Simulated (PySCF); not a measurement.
**Computed structure and properties of [Y(NH3)]3+**

System: [Y(NH3)]3+ (singlet); start: template (C3v). Method: PySCF 2.14.0, RKS PBE0, Y def2-SVP with ECP28, N def2-SVP, H def2-SVP; non-relativistic Hamiltonian with scalar-relativistic core potentials where named; density fitting; no spin-orbit coupling.

Input of the relaxation:

```python
mol = gto.M(atom='''
Y      0.00000     0.00000    -0.40676
N     -0.00000    -0.00000     2.05324
H      0.93916     0.00004     2.45124
H     -0.46961     0.81332     2.45124
H     -0.46955    -0.81335     2.45124''',
    basis={'Y': 'def2-SVP', 'N': 'def2-SVP', 'H': 'def2-SVP'},
    ecp={'Y': 'def2-SVP'},
    charge=3, spin=0)
mf = dft.RKS(mol, xc='PBE0')
mf.grids.atom_grid = (50, 194)
mf = mf.density_fit()  # fitting sets: Y def2-universal-JKFIT, N def2-universal-JKFIT, H def2-universal-JKFIT
mf.conv_tol = 1e-08; mf.max_cycle = 55
mf.kernel(dm0)  # dm0: converged density of the start geometry
# quasi-Newton relaxation in Cartesian coordinates to a largest gradient under 0.00045 Eh/bohr, steps kept in the point group
```

Run from Python with OMP_NUM_THREADS=2; the lines above give its settings. Where DIIS fails, smearing, a level shift and second-order steps follow.
It took 8.7 s on 2 threads of Arm Neoverse N1 (shared host), from the converged density of the start.

Course of the relaxation:

```csv
step,energy above end (eV),largest force component within the symmetry (eV/Å)
0,0.1828,2.676
1,0.0781,1.214
2,0.0159,0.435
3,0.0046,0.377
4,0.0001,0.048
5,0.0000,0.008
```

Relaxed geometry (C3v):

```xyz
5

Y     0.0000    0.0000   -0.2886
N     0.0000    0.0000    1.9798
H     0.9444    0.0000    2.4364
H    -0.4722    0.8178    2.4364
H    -0.4722   -0.8179    2.4364
```

```tsv
contact	Å
Y1–N2 (NH3)	2.268
```

On the finer grid (75, 302):

```yaml
HOMO: -28.26 eV
LUMO: -20.86 eV
Dipole_about_the_centre_of_mass: 1.87 D
Set_of_Mulliken_populations_of_Y1_outside_the_core_potential: s 2.09, p 6.07, d 0.40, f 0.04
D3_BJ_dispersion_energy_not_in_the_energies: -0.074 eV
```

```json
{"atom": "Y1", "Mulliken (e)": "2.40", "Löwdin (e)": "2.30", "spin (e)": "0.00"}
{"atom": "N2", "Mulliken (e)": "-0.31", "Löwdin (e)": "0.08", "spin (e)": "0.00"}
{"atom": "H3", "Mulliken (e)": "0.30", "Löwdin (e)": "0.21", "spin (e)": "0.00"}
{"atom": "H4", "Mulliken (e)": "0.30", "Löwdin (e)": "0.21", "spin (e)": "0.00"}
{"atom": "H5", "Mulliken (e)": "0.30", "Löwdin (e)": "0.21", "spin (e)": "0.00"}
```

A rough frequency check found all modes real, so this is a minimum.

Taking off one NH3 (charge 0, singlet; the rest: singlet) in vacuum, both parts rigid, costs 6.13 eV; the small basis without counterpoise inflates it. Parting with an electron moved from the ligand to the metal can be far cheaper, even downhill.

Rigid scan of NH3 along the line from its metal:

distance to N2 (Å), energy (eV) and a bar:
```
     1.97      0.732 ##############################
     2.07      0.280 ###########
     2.17      0.061 ##
     2.27      0.000 
     2.37      0.047 ##
     2.47      0.164 #######
     2.67      0.512 #####################
```

One start shape was tried, so this needn't be the lowest isomer.
